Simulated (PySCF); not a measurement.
Cd(H)(GeH3) (CdGeH4), SMILES [GeH3][CdH].

Geometry optimised at PBE0-D3(BJ)/def2-TZVP. The def2 effective core potentials stand for the cores of Cd; spin–orbit coupling is left out.

All values below come from C-PCM-ωB97X/def2-SVP (PySCF).

The values are the electrostatic part of the solvation free energy, E(continuum) − E(gas) at the gas-phase geometry, in a cavity of scaled van der Waals radii (PySCF's table); cavitation and dispersion terms are not included. A continuum can't describe solvent molecules that bind to the metal. In vacuum the orbital gap is 9.90 eV. The dipole moment in vacuum is 0.48 D.

| solvent | ε | ΔG(elec) (kcal/mol) | dipole (D) | gap (eV) |
|---|---|---|---|---|
| water | 78.36 | -8.2 | 0.84 | 10.42 |
| 2-propanol | 19.26 | -7.8 | 0.82 | 10.39 |
| dichloromethane | 8.93 | -7.2 | 0.79 | 10.36 |
